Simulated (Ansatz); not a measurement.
Species: sum formula SiH₃S, net charge -1, singlet state. It need not be the lowest isomer of its formula. Whether it binds its extra electron was not tested at this geometry. SMILES: [SiH3][S-]
Structure (B3LYP-D3(BJ)/def2-TZVP (Ansatz, a quantum-chemistry and plane-wave program) minimum search):
```
Si
H 1 1.5124
H 1 1.5124 2 101.44
H 1 1.5124 2 101.44 3 -104.32
S 1 2.0449 2 116.65 3 127.84
```
Charge -1, spin multiplicity 1.

**Question.** Give the harmonic wavenumbers at B3LYP-D3(BJ)/def2-TZVP (Ansatz, finite differences of forces, unscaled).

**Answer.** 592, 654, 654, 965, 965, 1003, 2010, 2010, 2066 cm⁻¹. Zero-point energy 15.6 kcal/mol.

**Question.** From these and the geometry, give the ideal-gas thermochemistry at 298.15 K and 1 atm (rigid rotor, harmonic oscillator).

**Answer.** Point group C3v, rotational symmetry number 3. Rotational constants 91.46, 6.796, 6.796 GHz. S(trans) 38.35, S(rot) 19.68, S(vib) 1.51, S(elec, spin only) 0.00, S 59.5 cal/(mol K). H(298) - H(0) 2.72 kcal/mol; G - E(el) 0.6 kcal/mol.
